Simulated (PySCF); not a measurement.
H$_{2}$FSi, SMILES `F[SiH2]` (charge 0, multiplicity 2)

Computed with PBE0-D4/def2-TZVP run with PySCF.

```json
{
  "highest_occupied_spin_orbital": "-6.56 eV",
  "dipole_moment": "1.21 D",
  "total_energy": "-10622.49 eV",
  "cost": "about 28 core-seconds (a rough figure)"
}
```

Bonded distances (Å): F1–Si2 1.604, Si2–H3 1.490, Si2–H4 1.490. Angles (°): F1–Si2–H3 107.8, F1–Si2–H4 107.9, H3–Si2–H4 111.4.
Charge 0, spin multiplicity 2.
